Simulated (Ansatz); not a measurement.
Job for Ansatz (a program for electronic structure): U-B2PLYP/def2-TZVPP on Cl, 2S+1 = 2, a spin state set in the input, which need not be the lowest.

Ansatz 0.2 input:
```yaml
crystal:
  periodic: [false, false, false]
  atoms:
    - {symbol: Cl, position_ang: [0.00000000, 0.00000000, 0.00000000]}
basis:
  gaussian:
    orbitals: def2-TZVPP
hamiltonian:
  xc: {name: B2PLYP}
magnetization: {spin_polarized: true, initial_magnetization: 1}
correlation: {electrons: valence}
scf: {lower_state_search: full}
```

Output:

```
Functional definition: B2PLYP
[...]
integrals: 0.01 GiB planned
244 factors; integrals over basis functions are off by at most 1.6e-4 eV
mean field: 0.09 GiB planned
mean field evaluation 1: about -12516.3008 eV, gradient 4.8e0 eV
mean field evaluation 2: about -12516.3024 eV, gradient 4.8e0 eV
mean field evaluation 4: about -12516.4214 eV, gradient 2.5e-1 eV
mean field evaluation 8: about -12516.4225 eV, gradient 2.5e-3 eV
mean field evaluation 16: about -12483.2502 eV, gradient 1.5e1 eV
mean field evaluation 32: about -12514.8511 eV, gradient 1.9e1 eV
mean field -12516.42248711 eV, -459.9700424654 hartree, gradient 4.0e-6 eV, S^2 0.755238; 2 other end points of the search recorded, 0 dependent functions left out
5 core orbitals not correlated
reference -12516.42258577 eV, -459.9700460912 hartree; 4, 3 occupied and 33, 34 virtual orbitals, 244 factors
second order -5.23540623 eV of doubles, -0.00000000 eV of singles
Total energy: -12517.83614545 eV, -460.0219934514 hartree
```

The calculation finished and met its thresholds.

Cost: about 0.9 core-seconds (a rough figure).
